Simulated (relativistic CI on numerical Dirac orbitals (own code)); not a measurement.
## Slater and spin-orbit integrals, Tc XXVIII

Calculated at this level of theory: Dirac-Coulomb-Breit CI, separate exchange-only KLI orbitals for each configuration, model QED (radiative potential, 1s self-energy scaled to tabulated hydrogen-like ionisation energies), unscaled Slater integrals (own radial code, finite nucleus).

Slater integrals F^k, G^k are unscaled and averaged over j, outside the closed core [Ne]; ζ comes from projecting the Hamiltonian with its Breit term on Σ l·s of the shell.

- 3s²3p⁴: F^2(3p,3p) = 276540, ζ(3p) = 144030 cm⁻¹; <r>(3p) = 0.3592, <r^2>(3p) = 0.1487 (bohr units).
- 3s3p⁵: G^1(3s,3p) = 350170, ζ(3p) = 143940 cm⁻¹; <r>(3s) = 0.3692, <r^2>(3s) = 0.1551, <r>(3p) = 0.3595, <r^2>(3p) = 0.149 (bohr units).
- 3s²3p³3d: F^2(3p,3p) = 276200, ζ(3p) = 143810, F^2(3p,3d) = 277170, G^1(3p,3d) = 296630, G^3(3p,3d) = 198210, ζ(3d) = 17765 cm⁻¹; <r>(3p) = 0.3596, <r^2>(3p) = 0.1491, <r>(3d) = 0.3208, <r^2>(3d) = 0.1191 (bohr units).

Averages of the first 10 configurations, taken without configuration mixing, which lowers the lowest level and can move excited configurations by several eV; other configurations of the list can lie among them:

| Configuration | Parity | States | Average energy above the lowest level (eV) |
| --- | --- | --- | --- |
| 3s²3p⁴ | even | 15 | 26.4 |
| 3s3p⁵ | odd | 12 | 135.1 |
| 3s²3p³3d | odd | 200 | 158.3 |
| 3p⁶ | even | 1 | 255.8 |
| 3s3p⁴3d | even | 300 | 261.9 |
| 3p⁵3d | odd | 60 | 377.4 |
| 3s3p³3d² | odd | 1800 | 393.1 |
| 3s²3p²3d4p | odd | 900 | 870.4 |
| 3p⁵4s | odd | 12 | 919.7 |
| 3s²3p³4s | odd | 40 | 698.7 |
